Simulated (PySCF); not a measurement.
Predicted microwave data (PBE0-D3(BJ)/def2-SVP geometry optimisation, gas phase (PySCF)) for one isomer of C4H3F7O:

- Rotational constants: A = 1421, B = 799.0, C = 717.3 MHz
- Dipole components: |μa| = 2.21 D, |μb| = 1.61 D, |μc| = 0.20 D
- Inertial defect: -283.59 u·Å²
- κ: -0.77

**Question.** Which structure is it? (One computed conformer of each.)
A. `[CH3:1][O:2][C:3]([F:4])([F:5])[C:6]([F:7])([F:8])[C:9]([F:10])([F:11])[F:12]` with C1–O2–C3–F4 -58°, O2–C3–C6–F7 -172°
B. `[CH3:1][C@@:2]([F:3])([O:4][C:5]([F:6])([F:7])[F:8])[C:9]([F:10])([F:11])[F:12]` with C1–C2–O4–C5 -42°

**Answer.** A. It is COC(F)(F)C(F)(F)C(F)(F)F, an asymmetric top, point group C1. The candidates at the same level (rigid rotor, commonest isotopes):

```
                      SMILES  A (MHz)  B (MHz)  C (MHz)  μa (D)  μb (D)  μc (D)  Δ (u·Å²)  point group                        rotor
    COC(F)(F)C(F)(F)C(F)(F)F     1421    799.0    717.3    2.21    1.61    0.20   -283.59           C1               asymmetric top
C[C@@](F)(OC(F)(F)F)C(F)(F)F     1676    624.1    603.5    0.06    1.21    1.71   -273.71           C1  near-prolate asymmetric top
```

`C[C@@](F)(OC(F)(F)F)C(F)(F)F` has B 22 % too low. No structure here is proved a minimum.
